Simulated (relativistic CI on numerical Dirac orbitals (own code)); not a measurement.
**Level scheme of Ag**

Computed by Dirac-Coulomb-Breit CI, KLI orbitals optimised for each configuration, model QED, valence Slater integrals scaled by 0.85, configuration energies shifted to the measured levels that pair with them (semi-empirical) (own radial code, finite nucleus).

CI space (outside the closed core [Kr]): 4d¹⁰5s, 4d¹⁰5p, 4d⁹5s², 4d¹⁰6s, 4d¹⁰6p, 4d¹⁰5d, 4d¹⁰7s, 4d¹⁰7p, 4d¹⁰6d, 4d¹⁰4f, 4d¹⁰5g, 4d¹⁰5f, 4d¹⁰7d, 4d¹⁰6g. Levels of other configurations are missing.

The lowest level is 4d¹⁰5s ²S1/2, with 100 % of that term; Hund's rules for 4d¹⁰5s give ²S with J = 1/2, in agreement.

```csv
No.,Configuration,Term,J,E (eV),%,Next component (%),jj configuration (%)
1,4d¹⁰5s,²S,1/2,0.0000,100,,5s (100)
2,4d¹⁰5p,²P°,1/2,3.6872,100,,5p1/2 (100)
3,4d¹⁰5p,²P°,3/2,3.7550,100,,5p3/2 (100)
4,4d⁹5s²,²D,5/2,3.7605,100,,4d5/2^5 (100)
5,4d⁹5s²,²D,3/2,4.2931,100,,4d3/2^3 4d5/2^6 (100)
6,4d¹⁰6s,²S,1/2,5.2763,100,,6s (100)
7,4d¹⁰6p,²P°,1/2,5.9972,100,,6p1/2 (100)
8,4d¹⁰6p,²P°,3/2,6.0043,100,,6p3/2 (100)
9,4d¹⁰5d,²D,3/2,6.0440,100,,5d3/2 (100)
10,4d¹⁰5d,²D,5/2,6.0455,100,,5d5/2 (100)
11,4d¹⁰7s,²S,1/2,6.4332,100,,7s (100)
12,4d¹⁰7p,²P°,1/2,6.7043,100,,7p1/2 (100)
13,4d¹⁰7p,²P°,3/2,6.7061,100,,7p3/2 (100)
14,4d¹⁰4f,²F°,7/2,6.7205,100,,4f7/2 (100)
15,4d¹⁰4f,²F°,5/2,6.7205,100,,4f5/2 (100)
16,4d¹⁰6d,²D,3/2,6.7206,100,,6d3/2 (100)
17,4d¹⁰6d,²D,5/2,6.7214,100,,6d5/2 (100)
18,4d¹⁰7d‡,²D,3/2,7.0475,100,,7d3/2 (100)
19,4d¹⁰7d‡,²D,5/2,7.0479,100,,7d5/2 (100)
20,4d¹⁰5g‡,²G,7/2,7.1404,100,,5g7/2 (100)
21,4d¹⁰5g‡,²G,9/2,7.1404,100,,5g9/2 (100)
22,4d¹⁰5f‡,²F°,7/2,7.1412,100,,5f7/2 (100)
23,4d¹⁰5f‡,²F°,5/2,7.1412,100,,5f5/2 (100)
24,4d¹⁰6g‡,²G,7/2,7.3067,100,,6g7/2 (100)
25,4d¹⁰6g‡,²G,9/2,7.3067,100,,6g9/2 (100)
```

Energies count from the lowest computed level; ° marks odd parity. Filled j subshells are mostly left out of the jj labels. ‡ marks configurations that were not tied to measured data.

The mean weight of the leading LS term, summed over parents, in these 25 levels is 100 %, and that of the leading jj configuration (from the same eigenvectors) 100 %.

Configurations whose levels could be paired with our table of measured levels were shifted onto them, all but the ground configuration, by the median error of their levels; single terms can still be off by 1,000 to 2,000 cm⁻¹ or more, and rates follow the energies as ν³ (E1, M1) or ν⁵ (E2). The others borrow a shift and can be off by several thousand cm⁻¹ or more. The fine structure of a lone outer electron comes out too small, for d and f at times inverted, and misplaced configurations move strength between like terms. 15 of the 15 excited levels that our extract of the measured tables holds in this range could be paired (the sources list more); they are missed by 52 cm⁻¹ on average and 187 at most, after the shifts were fitted to these levels, and levels without a partner can miss by more.
